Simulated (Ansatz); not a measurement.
System: SrF2, net charge 0, singlet state. 
Geometry from a B3LYP-D3(BJ)/def2-TZVP (Ansatz, a first-principles code) optimisation:
```xyz
3

Sr     0.2145    -0.1109    -0.1638
F     -0.6824     1.6736    -0.9291
F     -0.2233    -1.2053     1.6209
```
Charge 0, spin multiplicity 1.

### Question
Give the harmonic wavenumbers at B3LYP-D3(BJ)/def2-TZVP (Ansatz, finite differences of forces, unscaled).

### Answer
87, 470, 474 cm⁻¹. Zero-point energy 1.5 kcal/mol.

### Question
From these and the geometry, give the ideal-gas thermochemistry at 298.15 K and 1 atm (rigid rotor, harmonic oscillator).

### Answer
Point group C2v, rotational symmetry number 2. Rotational constants 23.14, 3.546, 3.075 GHz. S(trans) 40.40, S(rot) 23.28, S(vib) 5.20, S(elec, spin only) 0.00, S 68.9 cal/(mol K). H(298) - H(0) 3.16 kcal/mol; G - E(el) -15.9 kcal/mol.
